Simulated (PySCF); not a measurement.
The same groups moved round the core (azulene hydroxy+boryl). All species are isolated molecules in the gas phase. One relaxed conformer stands for each flexible species; it need not be the lowest. Strings in code marks are SMILES.

Quantity: electronic energy of isomers of C10H9BO relative to `Bc1c(O)cc2cccccc1-2`, in kcal/mol.

Level 1: ωB97X-D3(BJ)/def2-TZVP // PBE0-D3(BJ)/def2-SVP (PySCF)
Level 2: B3LYP/6-31G* // PBE0-D3(BJ)/def2-SVP (PySCF)
Level 3: BP86/6-31G* // PBE0-D3(BJ)/def2-SVP (PySCF)
Level 4: HF/6-31G* // PBE0-D3(BJ)/def2-SVP (PySCF)

```
species                level 1  level 2  level 3  level 4
---------------------  -------  -------  -------  -------
`Bc1ccc(O)cc2cccc1-2`      ___     19.7     19.8      ___
`Bc1cccc2cc(O)cc-2c1`     11.7     11.6     11.7      ___
`Bc1ccc2cc(O)cccc1-2`     7.04     7.32     7.75     7.13
```

### Question
Fill in the missing entries.

### Answer

- `Bc1ccc(O)cc2cccc1-2`, level 1: 18.5
- `Bc1ccc(O)cc2cccc1-2`, level 4: 20.2
- `Bc1cccc2cc(O)cc-2c1`, level 4: 11.4
